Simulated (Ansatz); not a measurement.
Ideal-gas functions of BH₄N₂SSb, SMILES `NB1[NH][SbH][S]1` at 500 K and 1 bar, from an Ansatz frequency run at PBE0-D4/def2-TZVP.

Molar mass 196.68 g/mol, point group C1 (symmetry number 1), electronic degeneracy 1, moments of inertia 101.785, 346.392, 441.745 u Å². Harmonic wavenumbers (cm⁻¹, unscaled): 83, 278, 307, 323, 365, 401, 444, 550, 558, 592, 664, 695, 880, 1103, 1173, 1434, 1625, 1879, 3639, 3657, 3741.

Use S(trans) = R[1.5 ln M + 2.5 ln T − 1.1517]; rotational temperatures θ = 24.2544 K / I; S(rot) = R[ln(√π/σ · √(T³/θAθBθC)) + 1.5]; for each mode x = 1.438777 ν̃/T, S = R[x/(eˣ − 1) − ln(1 − e⁻ˣ)] and H = RT x/(eˣ − 1); 1 cm⁻¹ = 0.0119627 kJ/mol; R = 8.31446 J/(mol·K).

**Question.** By hand: the entropy, in J/(mol·K).

**Answer.** Translation 185.5. Rotation: θ = 0.2383, 0.07, 0.0549 K, giving 123.8. Vibration, mode by mode: 20.24, 10.39, 9.61, 9.22, 8.28, 7.57, 6.82, 5.31, 5.22, 4.82, 4.09, 3.81, 2.51, 1.51, 1.28, 0.70, 0.44, 0.24, 0.00, 0.00, 0.00, in all 102.1. Electronic 0.0. Sum 411.4 J/(mol·K).

**Question.** By hand: H − E and G − E in kJ/mol, counted from the electronic energy.

**Answer.** Zero-point energy ½ × 24391 × 0.0119627 = 145.9; thermal vibration 28.3; translation, rotation and pV give 4 RT = 16.6. H − E = 190.8 kJ/mol, and G − E = 190.8 − 500 × 411.4/1000 = -14.9 kJ/mol.

Vibration gives 25 % of the entropy, 20.2 J/(mol·K) of it from the mode under 150 cm⁻¹: soft modes count most, and the harmonic formula is weakest for them. The sum counts one conformer and one mirror image; others add a mixing term.
